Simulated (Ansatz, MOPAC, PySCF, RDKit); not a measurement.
Pair of molecules: HBr (SMILES Br) (first 2 atoms) with Si2H6 (SMILES [SiH3][SiH3]); geometry from B3LYP-D3(BJ)/def2-TZVP.
(charge 0, multiplicity 1):
```xyz
10

Br    -0.49930     0.26645    -0.20399
H      0.26136    -0.57132     0.66736
Si     0.77350    -1.00939     3.72370
Si    -0.75512     0.76689     3.82268
H      2.06809    -0.62673     4.33648
H      1.04301    -1.40129     2.31335
H      0.24235    -2.20248     4.42541
H     -0.98765     1.11710     5.24543
H     -2.04251     0.37153     3.20695
H     -0.21329     1.95068     3.11714
```

Counterpoise-corrected where a basis set is named; no monomer relaxation. Rows marked so take none. RDKit's UFF carries no charges.

Correlated levels freeze the cores. Filled d and f shells under p-block atoms count as core. Rows in 3-21G, 6-31G* carry no dispersion term and start afresh at each structure (6-31G* with six Cartesian d functions); the Pople sets are all-electron and without relativity. The state reached by AM1 isn't checked.

Programs: Ansatz (Gaussian orbitals); MOPAC for AM1 (differences of heats of formation); PySCF for 3-21G rows, 6-31G* rows, the dispersion terms; RDKit for the force fields. Values without a source in brackets are computed.

```json
[
 {"level": "UFF", "interaction energy (meV)": "70.3"},
 {"level": "AM1", "interaction energy (meV)": "10.5"},
 {"level": "HF/3-21G (no counterpoise)", "interaction energy (meV)": "7.2"},
 {"level": "r2SCAN-D4/def2-TZVPPD", "interaction energy (meV)": "-58.2"},
 {"level": "B3LYP/6-31G* (no counterpoise)", "interaction energy (meV)": "11.5"},
 {"level": "PBE0-D3(BJ)/def2-TZVPPD", "interaction energy (meV)": "-85.4"},
 {"level": "BHLYP-D4/def2-TZVPPD", "interaction energy (meV)": "-68.3"},
 {"level": "MP2/def2-SVPD", "interaction energy (meV)": "___"},
 {"level": "SCS-MP2/def2-SVPD", "interaction energy (meV)": "___"}
]
```

Task: What belongs in the gaps?

Result: 
- MP2/def2-SVPD, interaction energy (meV): -37.6
- SCS-MP2/def2-SVPD, interaction energy (meV): -10.0

Ansatz is a quantum-chemistry and plane-wave program.
